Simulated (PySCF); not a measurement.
All of these have the formula C7H12O. Theory: TDDFT wB97X-D/def2-SVPD, vertical, gas phase, core orbitals frozen in the response in PySCF. Geometries: PBE0-D3(BJ)/def2-SVP; one conformer of each isolated species. Triplets are in the Tamm–Dancoff approximation.

A. `C[C@@H]1CCCCC1=O`
B. `C=C(CCC(=O)C)C`
C. `C=CC(=C)OC(C)C`

Lowest singlet levels (six at most, fewer where fewer were computed) with oscillator strengths:

1. 4.54 eV (f 0.000); 7.06 eV (f 0.063); 7.09 eV (f 0.089); 7.22 eV (f 0.348); 7.30 eV (f 0.020); 8.04 eV (f 0.017)
2. 4.37 eV (f 0.000); 7.30 eV (f 0.011); 7.76 eV (f 0.032); 7.86 eV (f 0.011); 7.88 eV (f 0.004); 8.04 eV (f 0.019)
3. 5.58 eV (f 0.405); 6.56 eV (f 0.010); 6.74 eV (f 0.191); 7.13 eV (f 0.028); 7.40 eV (f 0.013); 7.61 eV (f 0.002); T1 3.34 eV

**Question.** Which spectrum belongs to which structure?

**Answer.** 1 = B, 2 = A, 3 = C.
- A: S1 at 4.37 eV, HOMO→LUMO (88%); S1 has the pattern of n→π* at C=O; HOMO -8.91 and LUMO 1.32 eV.
- B: S1 at 4.54 eV, HOMO-1→LUMO (67%), HOMO→LUMO (29%); Löwdin shares by element: HOMO carbon 60% or more, oxygen 14% (atoms not listed hold the other 26%); LUMO carbon 51% or more, oxygen 33% (atoms not listed hold the other 16%); HOMO -8.92 and LUMO 1.37 eV.
- C: S1 at 5.58 eV, HOMO→LUMO (96%); Löwdin shares by element: HOMO carbon 67% or more, oxygen 12% (atoms not listed hold the other 22%); LUMO carbon 79% or more (atoms not listed hold the other 21%); HOMO -8.16 and LUMO 1.10 eV.
